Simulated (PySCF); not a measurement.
Electrostatic solvation of a mixed set.

All values: CAM-B3LYP/def2-SVPD (PySCF, non-relativistic), each on one gas-phase PBE0-D3(BJ)/def2-SVP geometry that isn't relaxed in the solvent. The solvent is an IEF-PCM continuum (van der Waals radii × 1.2). The model holds no explicit solvent molecules, cavitation or dispersion.

Task: Order them by E(solvent) − E(gas) in chloroform (ε = 4.711), most negative first (kcal/mol).
A. `C#CC(=O)N(C)C`
B. `[CH3:1][CH2:2][c:3]1[p:4][cH:5][cH:6][p:7][c:8]1[CH3:9]` with C1–C2–C3–P4 93°
C. `[CH3:1][C:2]#[C:3][CH2:4][C:5]([NH2:6])=[O:7]` with C3–C4–C5–N6 14°, C4–C5–N6–H -6° and -179°

Result: C (-7.1), A (-5.7), B (-2.2).

```csv
SMILES,charge,ΔE (kcal/mol),polarisation term (kcal/mol),HOMO shift (eV),dipole gas (D),dipole solvent (D),atoms,"lowest singlet, gas (eV)","lowest singlet, solvent (eV)"
CC#CCC(N)=O,0,-7.1,-8.1,-0.06,4.52,5.46,14,5.77,5.94
C#CC(=O)N(C)C,0,-5.7,-6.7,+0.03,4.01,5.06,14,4.95,5.09
CCc1pccpc1C,0,-2.2,-2.5,0.00,0.99,1.28,19,4.22,4.14
```

The polarisation term is half the interaction of the solute with the induced surface charges. Singlets are vertical TDDFT energies (frozen core, non-equilibrium response), the lowest in each medium.
